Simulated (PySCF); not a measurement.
Deuteron quadrupole couplings in `CC[C@@H](O)[C@H]1CC[SiH2]1`

Species: C6H14OSi.
Structure used (GFN2-xTB), in Å, numbered top down from 1:
```xyz
22
C6H14OSi angstrom
C      3.060    0.256   -0.294
C      1.637    0.795   -0.232
C      0.691   -0.164    0.500
O      1.093   -0.370    1.842
C     -0.756    0.313    0.455
C     -1.507    0.092   -0.874
C     -2.778   -0.608   -0.348
Si    -2.019   -0.779    1.402
H      3.090   -0.668   -0.867
H      3.425    0.046    0.709
H      3.724    0.979   -0.764
H      1.631    1.758    0.289
H      1.254    0.959   -1.241
H      0.762   -1.158    0.044
H      1.067    0.481    2.293
H     -0.779    1.368    0.747
H     -1.713    1.016   -1.414
H     -0.941   -0.565   -1.535
H     -3.651    0.040   -0.399
H     -3.026   -1.520   -0.885
H     -2.728   -0.140    2.512
H     -1.546   -2.111    1.760
```

Level: PBE0/pcSseg-1 (PySCF, non-relativistic); Q(2H) = 0.00286 b; rigid geometry, the same for H and D, with no vibrational averaging.

Question: Rank these positions by the coupling χzz of a deuteron there, largest first.
A. H14 (methine hydrogen)
B. H20 (methylene hydrogen)
C. H12 (methylene hydrogen)
D. H11 (methyl hydrogen)
E. H18 (methylene hydrogen)
F. H22 (Si–H hydrogen)

Answer: B (217 kHz), D (213 kHz), E (208 kHz), C (202 kHz), A (194 kHz), F (112 kHz).

Q: What are Vzz, η and χzz (234.96 MHz × Q × Vzz) at all hydrogens?

A: 
```tsv
atom	bonded to	bond length (Å)	Vzz (au)	η	χzz (kHz)
H9	C1	1.088	0.3159	0.03	212
H10	C1	1.087	0.3128	0.02	210
H11	C1	1.088	0.3169	0.02	213
H12	C2	1.094	0.3012	0.02	202
H13	C2	1.091	0.3054	0.02	205
H14	C3	1.095	0.2888	0.03	194
H15	O4	0.964	0.4671	0.14	314
H16	C5	1.094	0.3070	0.06	206
H17	C6	1.090	0.3112	0.00	209
H18	C6	1.090	0.3094	0.01	208
H19	C7	1.088	0.3214	0.04	216
H20	C7	1.088	0.3230	0.04	217
H21	Si8	1.464	0.1630	0.00	110
H22	Si8	1.458	0.1674	0.03	112
```

Q: Average by the element that carries the hydrogen.

A: on C: 209 kHz over 11 positions, mean bond length 1.090 Å; on O: 314 kHz over 1 position, mean bond length 0.964 Å; on Si: 111 kHz over 2 positions, mean bond length 1.461 Å.

Q: Give the 2H NMR doublet splittings at H12 for a magnetic field along the z, y and x axes of the gradient: 3χ/2, 3χ(1 + η)/4, 3χ(1 − η)/4.

A: With |χ| = 202.4 kHz and η = 0.023: 304, 155 and 148 kHz, to first order and without motion.

Geometry: GFN2-xTB, one conformer, isolated molecule. GFN2-xTB bond lengths can be off by several hundredths of an ångström, more for odd bonds, and the gradients follow them. A larger basis could move these couplings by a tenth or more.
